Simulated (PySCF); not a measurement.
## Orbital picture of ZnBr⁻

r²SCAN at R = 2.714 Å; basis Zn def2-TZVPPD, Br def2-TZVPPD; no relativity; PySCF 2.14. State: ¹Σ⁺ (singlet), closed shell. Only the outer orbitals are listed, counted within each symmetry.

| orbital | occ. | ε (eV) | on Zn (%) | main shells (%) |
| --- | --- | --- | --- | --- |
| 14σ | 2 | -2.64 | 38 | 62 Br p, 35 Zn s |
| 7π | 2 | -1.50 | 2 | 98 Br p |
| 7π | 2 | -1.50 | 2 | 98 Br p |
| 15σ | 2 | -0.10 | 74 | 62 Zn s, 24 Br p, 11 Zn p |
| 8π | 0 | 3.30 | 105 | 104 Zn p |
| 8π | 0 | 3.30 | 105 | 104 Zn p |
| 16σ | 0 | 3.83 | 107 | 104 Zn p, 24 Br p |

Task: Which are the highest filled and the lowest empty level, where do they sit, and how wide is the gap?

Result: Highest filled 15σ at -0.10 eV (in %: 62 Zn s, 24 Br p, 11 Zn p); lowest empty 8π at 3.30 eV (in %: 104 Zn p); the gap at r²SCAN is 3.40 eV. An empty level above zero is unbound, and its energy depends on the basis.

```
bond order (Mayer)                                                                                                 : 0.44
⟨S²⟩                                                                                                               : 0.000
charge on Zn (Mulliken, basis-dependent)                                                                           : -0.29
charge on Zn (Löwdin, basis-dependent)                                                                             : -0.21
dipole moment (positive dipole points towards Br; it is taken about the centre of mass and depends on that origin) : 0.15 D
```

Shares are Mulliken populations and can fall outside 0 to 100 %.
